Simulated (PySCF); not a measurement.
Computed shifts of a molecule CH5ClFNSi2, B3LYP/pcSseg-1 (PySCF), GIAO, gas phase, atoms alike by connectivity averaged where their shifts nearly agree, in ppm (number of nuclei): ¹⁹F: -215.2 (1). ²⁹Si: 48.8 (1), 12.1 (1). ¹³C: 49.8 (1). ¹⁵N: 71.2 (1). ¹H: 6.26 (1), 6.05 (1), 3.65 (2), 1.95 (1). References: ¹⁹F against CFCl3 (σ = 161.7 ppm); ²⁹Si against TMS (σ = 338.7 ppm); ¹³C against TMS (σ = 181.3 ppm); ¹⁵N against NH3 (σ = 265.5 ppm); ³⁵Cl against HCl (σ = 933.3 ppm); ¹H against TMS (σ = 31.68 ppm), references at their B3LYP-D3(BJ)/def2-TZVP geometries, non-relativistic (without spin–orbit terms, shifts of atoms bonded to Cl or Br come out too high). Geometry optimised at B3LYP-D3(BJ)/def2-SVP. One conformer was computed; it need not be the lowest.

Problem. Pick the molecule that these values belong to.
A. F[Si@@H]1NC[Si@H]1Cl
B. F[Si@@]1(Cl)C[SiH2]N1
C. F[Si@@H]1CN[Si@H]1Cl
D. F[Si@]1(Cl)NC[SiH2]1

Solution. C, F[Si@@H]1CN[Si@H]1Cl
